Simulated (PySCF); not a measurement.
## Stretching CaI⁺

Set-up: Ca def2-SVP, I def2-SVP with ECP28; scalar-relativistic core potentials (PySCF 2.14). Energies in eV from Ca⁺ + I in their ground configurations at the same level. State: ¹Σ⁺ (singlet), closed shell.

Curves on a restricted Hartree–Fock reference rise too fast on stretching and do not dissociate correctly.

```csv
R (Å),PBE0,RHF-MP2,r²SCAN,CAM-B3LYP
2.319,-2.235,-1.283,-2.413,-2.016
2.426,-2.829,-1.994,-3.024,-2.623
2.534,-3.152,-2.413,-3.360,-2.953
2.615,-3.265,-2.587,-3.480,-3.070
2.696,-3.296,-2.671,-3.516,-3.102
2.777,-3.264,-2.686,-3.488,-3.071
2.885,-3.150,-2.627,-3.377,-2.955
3.019,-2.929,-2.463,-3.157,-2.731
3.181,-2.598,-2.185,-2.824,-2.394
3.397,-2.111,-1.745,-2.334,-1.896
```

Problem. Put a parabola through the three lowest points of the PBE0 curve and estimate Re, k and ωe (reduced mass 30.39 u; 1 eV/Å² = 0.16022 mdyn/Å; ωe = 1302.8·√(k/μ) cm⁻¹).

Solution. Through R = 2.615, 2.696, 2.777 Å the second-order coefficient is 4.80 eV/Å², so Re ≈ 2.695 Å, k ≈ 1.54 mdyn/Å and ωe ≈ 293 cm⁻¹. A polynomial fit of higher order to the unrounded PBE0 energies gives Re = 2.692 Å, k = 1.55 mdyn/Å, ωe = 294 cm⁻¹; anharmonicity and rounding make the difference.

The higher-order fit for each curve: PBE0: Re = 2.692 Å, ωe = 294 cm⁻¹, De = 3.30 eV; RHF-MP2: Re = 2.757 Å, ωe = 277 cm⁻¹, De = 2.69 eV; r²SCAN: Re = 2.697 Å, ωe = 295 cm⁻¹, De = 3.52 eV; CAM-B3LYP: Re = 2.693 Å, ωe = 297 cm⁻¹, De = 3.10 eV.

Correlated steps freeze 9 core orbitals. Correlated levels converge slowly with the basis: in double zeta they bind strong bonds too weakly, by up to about 1 eV, and carry superposition errors of some tenths. Spin–orbit coupling is left out, which matters for elements this heavy, above all for dissociation energies. For an ion De counts to the pair picked by the measured ionisation energies or electron affinities, which need not be the lowest pair at this level. Where the molecule has an RHF reference, its open-shell atoms are computed with UHF.
